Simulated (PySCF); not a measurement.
CH₄OSn (SMILES C[O][SnH]), singlet, geometry from GFN2-xTB (such geometries of metal compounds can be far from the true shape) (all electrons, no relativity).

Here is a job for PySCF.
```python
from pyscf import gto, scf, mcscf
import numpy

mol = gto.Mole()
mol.atom = '''
    Sn   -0.24494226   -0.36362138    0.51519749
    H    -1.89491268   -0.58382949   -0.41661449
    O     0.81411422    0.73246263   -0.77214149
    C     0.84160619    1.37578977   -2.01982171
    H     1.02881711    2.44174510   -1.86993249
    H     1.65157198    0.95699923   -2.62177303
    H    -0.10091442    1.25171441   -2.55549237
'''
mol.basis = 'sto-3g'
mol.verbose = 3
mol.build()

mf = scf.RHF(mol)
mf.kernel()
mc = mcscf.CASSCF(mf, 4, 2)
mc.fix_spin_(ss=0.0)
mc = mc.state_average_([0.5, 0.5])
mc.kernel()
```

Estimate the SCF-reference Mulliken (on the basis functions themselves) charges in atom order that SA2-CASSCF(2,4)/STO-3G run with PySCF returns for this input.

Sn1 0.64, H2 -0.25, O3 -0.47, C4 -0.06, H5 0.05, H6 0.05, H7 0.04

Predict the SCF-reference HOMO-LUMO gap from SA2-CASSCF(2,4)/STO-3G.

9.97 eV

Give the SCF-reference HOMO energy at the level SA2-CASSCF(2,4)/STO-3G.

-5.18 eV
